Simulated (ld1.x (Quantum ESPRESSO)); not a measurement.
# Which change was made? (Fe, TM)

| Quantity | Value |
| --- | --- |
| Element | Fe |
| Generator | ld1.x (Quantum ESPRESSO) 7.5 |
| Type | norm-conserving Troullier–Martins (Kleinman–Bylander form) |
| Functional | LDA (PZ) |
| Relativity | fully relativistic |
| Frozen core | [Ar] |
| Valence charge | 8 |
| Reference configuration | 3d6 4s0.5 4p0 (charge +1.5) |
| Partial waves | 4s (bound): rc 2.05 bohr; 4p (bound, empty): rc 1.80 bohr; 3d (bound): rc 1.50 bohr |
| Local potential | all-electron potential smoothed inside 2.05 bohr (lloc = -1) |
| Core correction | a·sin(br)/r model core inside 0.85 bohr |

Open shells are filled in proportion to 2j + 1 (rel_dist='average').

Cutoffs, loose and tight: the cutoffs (Ry, on a coarse ladder) from which the occupation-weighted sum of valence levels, in a spherical-Bessel basis at the reference potential, stays within 10 and 1 mRy of its value at 400 Ry. They do not see the model core or the augmentation charge, which bear on the density cutoff. Test errors are all-electron minus pseudo excitation energies from the reference, over the configurations 3d6 4s2 4p0; 3d6 4s1 4p0; 3d6 4s0 4p0; 3d7 4s1 4p0; 3d6 4s1.5 4p0; 3d6.5 4s1.5 4p0; 3d6 4s0 4p1; variants that change the core or the reference have their own tests. The largest error is taken over the tests solved by every variant that gives reliable tests at all, those not shown here included: 3d6 4s0 4p0; 3d6 4s0 4p1; 3d6 4s1 4p0; 3d6 4s1.5 4p0; 3d6 4s2 4p0; 3d6.5 4s1.5 4p0.

The base gives: outcome: generated; cutoff, loose: 110 Ry; cutoff, tight: 180 Ry; bound ghosts: none; largest test error (meV): -8.6.

Question: After one change the result is: outcome: generated; cutoff, loose: 110 Ry; cutoff, tight: 180 Ry; bound ghosts: s; largest test error (meV): +12. Which change was it?
A. local potential all-electron potential smoothed inside 2.28 bohr (lloc = -1)
B. local potential all-electron potential smoothed inside 1.20 bohr (lloc = -1)
C. local potential all-electron potential smoothed inside 0.78 bohr (lloc = -1)
D. local potential all-electron potential smoothed inside 1.76 bohr (lloc = -1)

Answer: D. The others give: local potential all-electron potential smoothed inside 2.28 bohr (lloc = -1) → outcome: generated; cutoff, loose: 110 Ry; cutoff, tight: 180 Ry; bound ghosts: none; largest test error (meV): -12 | local potential all-electron potential smoothed inside 1.20 bohr (lloc = -1) → outcome: generated; cutoff, loose: 110 Ry; cutoff, tight: 180 Ry; bound ghosts: s, p3/2, p1/2; largest test error (meV): -14 | local potential all-electron potential smoothed inside 0.78 bohr (lloc = -1) → outcome: generated; cutoff, loose: 110 Ry; cutoff, tight: 180 Ry; bound ghosts: s, p1/2, p3/2; largest test error (meV): -9.9.
